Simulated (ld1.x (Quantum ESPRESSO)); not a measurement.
**u(r) = r·R(r): atom against pseudo-atom (Ba)**

Columns: radius, all-electron u(r) and pseudo u(r) of the 6s shell (level -3.25 eV) of barium in the configuration [Kr] 4d10 5s2 5p6 5d0 6s2 6p0; PBEsol, scalar-relativistic, PAW scheme, ld1.x (Quantum ESPRESSO) 7.5.

| r (bohr) | all-electron | pseudo |
| --- | --- | --- |
| 0.228 | 0.1007 | 0.2268 |
| 0.455 | -0.1304 | 0.4123 |
| 0.682 | -0.0803 | 0.5275 |
| 0.910 | 0.1094 | 0.5584 |
| 1.138 | 0.2264 | 0.5091 |
| 1.365 | 0.2384 | 0.3996 |
| 1.592 | 0.1757 | 0.2568 |
| 1.820 | 0.0734 | 0.1060 |
| 2.047 | -0.0410 | -0.0327 |
| 2.275 | -0.1518 | -0.1518 |
| 2.502 | -0.2492 | -0.2498 |
| 2.730 | -0.3307 | -0.3307 |
| 2.958 | -0.3955 | -0.3955 |
| 3.185 | -0.4445 | -0.4445 |
| 3.412 | -0.4800 | -0.4800 |
| 3.640 | -0.5039 | -0.5039 |
| 3.868 | -0.5177 | -0.5177 |
| 4.095 | -0.5227 | -0.5227 |
| 4.322 | -0.5205 | -0.5205 |
| 4.550 | -0.5123 | -0.5123 |
| 4.778 | -0.4991 | -0.4991 |
| 5.005 | -0.4822 | -0.4822 |
| 5.232 | -0.4622 | -0.4622 |
| 5.460 | -0.4400 | -0.4400 |
| 5.688 | -0.4163 | -0.4163 |
| 5.915 | -0.3918 | -0.3918 |

Task: How many radial nodes do the two functions have?

Result: The all-electron 6s function has n − l − 1 = 5 (the table is too coarse to show those close to the nucleus); the pseudo-wave has 1, since 1 lower shell of the same l stays in the valence.

Task: At about which radius was the pseudo-wave matched?

Result: 2.80 bohr, where the columns begin to agree (steps of 0.23 bohr).

Task: Is the pseudo-wave norm-conserving?

Result: No, it belongs to a PAW set: the norm inside the radius is not constrained, and the difference is carried by the augmentation charge.
